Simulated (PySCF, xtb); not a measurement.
C6H10, SMILES C=CCCC=C.

GFN2-xTB run with xtb at its own geometry gives an orbital gap of 5.32 eV and a dipole moment of 0.54 D.

Geometry: B3LYP-D3(BJ)/def2-SVP. One conformer was computed; it need not be the lowest.

Problem. What does PySCF with ωB97X/def2-TZVP give? (Estimate from the structure and the level; the computed values follow.)

Solution. gap 12.04 eV (levels -9.67 and 2.37 eV), dipole 0.55 D.
